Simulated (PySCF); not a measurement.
All of these have the formula C7H6ClN. The calculation used TDDFT PBE0/def2-SVPD, vertical, gas phase, core orbitals frozen in the response (PySCF). Geometries: GFN2-xTB; one conformer of each isolated species. Triplets are in the Tamm–Dancoff approximation.

A. `C=Nc1cccc(Cl)c1`
B. `[H]/N=C\c1ccccc1Cl`
C. `Cl/C=C/c1ccccn1`

Lowest singlet levels (six at most, fewer where fewer were computed) with oscillator strengths:

1. 294 nm (f 0.001); 264 nm (f 0.047); 235 nm (f 0.189); 217 nm (f 0.000); 206 nm (f 0.268); 197 nm (f 0.002); T1 3.45 eV
2. 280 nm (f 0.002); 271 nm (f 0.349); 242 nm (f 0.001); 239 nm (f 0.284); 207 nm (f 0.048); 202 nm (f 0.000); T1 3.02 eV
3. 299 nm (f 0.070); 259 nm (f 0.001); 229 nm (f 0.096); 217 nm (f 0.111); 210 nm (f 0.012); 197 nm (f 0.179); T1 3.25 eV

Question: Match each spectrum to its molecule.

Answer: 1 = B, 2 = C, 3 = A.
- A: S1 at 4.14 eV, HOMO→LUMO (80%), HOMO-2→LUMO (11%); Löwdin shares by element: HOMO carbon 42% or more, nitrogen 22% (atoms not listed hold the other 36%); LUMO carbon 45% or more, nitrogen 23% (atoms not listed hold the other 32%); HOMO -6.83 and LUMO -1.45 eV.
- B: S1 at 4.22 eV, HOMO-1→LUMO (97%); Löwdin shares by element: HOMO carbon 46% or more, chlorine 21% (atoms not listed hold the other 33%); LUMO carbon 44% or more, nitrogen 18% (atoms not listed hold the other 38%); HOMO -7.49 and LUMO -1.85 eV; point group Cs, 1 of its 6 listed states under f = 0.0005.
- C: S1 at 4.42 eV, HOMO-1→LUMO (98%); Löwdin shares by element: HOMO carbon 48% or more, chlorine 17% (atoms not listed hold the other 35%); LUMO carbon 44% or more, nitrogen 13% (atoms not listed hold the other 44%); HOMO -6.80 and LUMO -1.63 eV; point group Cs, 1 of its 6 listed states under f = 0.0005.
A and B have S1 within 0.08 eV of each other; their strongest listed levels stand at 6.29 eV (f 0.179) and 6.01 eV (f 0.268).
